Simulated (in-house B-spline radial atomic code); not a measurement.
A fraction x of an electron is removed from 3p in Fe IV (Fe3+), starting from [Ar] 3d5 and keeping the highest spin. Method: non-relativistic Hartree-Fock with fractional occupations, spin-polarised, spherical fractional occupations, point nucleus. Calculated with a radial B-spline atomic code at the basis-set limit.

Caution: exact exchange at fractional occupations of open shells leaves self-interaction of up to several eV.

```tsv
x	E(x) - E(0) (eV)	3p down level (eV)
0	0.0000	-103.436
0.06	6.2249	-104.062
0.17	17.7356	-105.226
0.34	35.7797	-107.065
0.43	45.4601	-108.057
0.5	53.0513	-108.837
0.65	69.5035	-110.532
0.79	?	?
0.94	?	?
1	108.8973	-114.601
```

(1) What belongs in the row x = 0.79?

(2) What belongs in the row x = 0.94?

(3) Check Janak's theorem between x = 0.06 and 0.17.

Results:

(1) An energy change of 85.0903 eV; 3p down at -112.141 eV.

(2) An energy change of 102.0425 eV; 3p down at -113.893 eV.

(3) The slope of the energy is 104.64 eV; the orbital levels give 104.64 eV (-ε of the emptying orbital, averaged over the two points).
